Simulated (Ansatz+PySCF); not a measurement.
Results of a calculation; reference values are marked as such.
A run of PySCF 2.14.0 on singlet B3N3H6 at this shape:

```json
{"atom": "B", "x (Å)": "1.4280", "y (Å)": "-0.0304", "z (Å)": "0.0355"}
{"atom": "N", "x (Å)": "0.6698", "y (Å)": "1.2481", "z (Å)": "-0.0224"}
{"atom": "B", "x (Å)": "-0.7329", "y (Å)": "1.2092", "z (Å)": "0.0238"}
{"atom": "N", "x (Å)": "-1.4290", "y (Å)": "0.0111", "z (Å)": "-0.0439"}
{"atom": "B", "x (Å)": "-0.6942", "y (Å)": "-1.2508", "z (Å)": "-0.0409"}
{"atom": "N", "x (Å)": "0.6956", "y (Å)": "-1.2010", "z (Å)": "-0.0459"}
{"atom": "H", "x (Å)": "2.6644", "y (Å)": "0.0147", "z (Å)": "-0.0470"}
{"atom": "H", "x (Å)": "1.2501", "y (Å)": "2.0933", "z (Å)": "-0.0292"}
{"atom": "H", "x (Å)": "-1.3424", "y (Å)": "2.2632", "z (Å)": "0.0307"}
{"atom": "H", "x (Å)": "-2.4393", "y (Å)": "-0.0144", "z (Å)": "0.0434"}
{"atom": "H", "x (Å)": "-1.3586", "y (Å)": "-2.3112", "z (Å)": "-0.0377"}
{"atom": "H", "x (Å)": "1.1726", "y (Å)": "-2.1150", "z (Å)": "-0.0271"}
```

Its results:

* Converged: yes
* Reference energy: -240.96681 hartree
* Correlation energy: -0.73740 hartree
* Total energy: -241.70420 hartree

Question: Which input gives this output? Name the method, the orbitals and the basis set, and write the input.

Answer: RHF-MP2 in def2-SVP. An unrestricted run that stays on the closed shell gives the same numbers.

```python
from pyscf import gto, scf, mp

mol = gto.M(atom="""
B 1.427960 -0.030410 0.035490
N 0.669770 1.248050 -0.022390
B -0.732890 1.209230 0.023800
N -1.429050 0.011070 -0.043870
B -0.694180 -1.250750 -0.040930
N 0.695630 -1.201010 -0.045850
H 2.664350 0.014730 -0.046970
H 1.250140 2.093340 -0.029180
H -1.342410 2.263200 0.030750
H -2.439280 -0.014440 0.043430
H -1.358580 -2.311160 -0.037740
H 1.172600 -2.114980 -0.027120
""", basis='def2-svp', charge=0, spin=0)
mf = scf.RHF(mol)
mf.kernel()
pt = mp.MP2(mf, frozen=6).run()
print(mf.e_tot, pt.e_corr, pt.e_tot)
```
